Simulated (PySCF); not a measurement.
# Multinuclear NMR of C$_{10}$H$_{7}$OP

Mapped SMILES: `[O:1]=[CH:2][c:3]1[cH:4][p:5][c:6]2[cH:7][cH:8][cH:9][cH:10][c:11]2[cH:12]1` (H(Xn): hydrogen on atom n).

[PySCF: σ from GIAO-PBE0/pcSseg-1; structure optimised with GFN2-xTB; isolated molecule; one computed conformer; non-relativistic Hamiltonian]

Problem. Where does ³¹P resonate?

Solution. 
| atoms | environment | σ (ppm) | δ (ppm) |
| --- | --- | --- | --- |
| P5 | phosphorus bonded to 2 C, in a 6-membered ring | 78.8 | 204.8 |

Shieldings were converted by a linear fit to measured shifts: ³¹P (scatter 18.1 ppm rms vs H3PO4, solution or neat liquid). Occasional misses reach two or three times the rms, and more in compound classes unlike the fitted ones.

On a 300 MHz spectrometer ³¹P resonates near 121.4 MHz, so 1 ppm is 121.4 Hz.

Problem. Where does ¹⁷O resonate?

Solution. 
| atoms | environment | σ (ppm) | δ (ppm) |
| --- | --- | --- | --- |
| O1 | aldehyde oxygen | -327.7 | 565.2 |

Shieldings were converted by a linear fit to measured shifts: ¹⁷O (scatter 10.7 ppm rms, 12.2 ppm with the 3 outliers that the fit left out vs liquid water, solution or neat liquid). A few per cent of atoms miss by over 2 rms, more outside the fitted compound classes.

On a 500 MHz spectrometer ¹⁷O resonates near 67.8 MHz, so 1 ppm is 67.8 Hz.
